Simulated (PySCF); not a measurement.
# Excitation energy of Pb²⁺ by level of theory

Pb²⁺ [Xe] 4f14 5d10 6s2 (1S) → Pb²⁺ [Xe] 4f14 5d10 6s1 6p1 (3P), as a difference of total energies. Calculation: PySCF 2.14, in x2c-TZVPPall with one added diffuse shell each of s, p, d, f type (12s8p7d4f, 99 functions); scalar relativity by spin-free X2C-1e. Correlated levels: valence: [Xe] 4f14 5d10 frozen; valence and next inner shell: [Kr] 4d10 4f14 frozen. The calculations carry no spin-orbit coupling.

| method | excitation energy (cm⁻¹) |
| --- | --- |
| UHF | 61037 |
| LDA | 78310 |
| PBE | 76061 |
| PBE0 | 73074 |
| r2SCAN | 73385 |
| B2PLYP | 71412 |
| TPSSh | 73931 |
| r2SCAN0 | 71364 |
| MP2 (valence) | 65074 |
| SCS-MP2 (valence) | 66250 |
| MP2 (valence and next inner shell) | 75052 |
| SCS-MP2 (valence and next inner shell) | 75012 |

A first-order spin-orbit estimate (lowest level to lowest level, LS coupling) adds -1.306 eV.
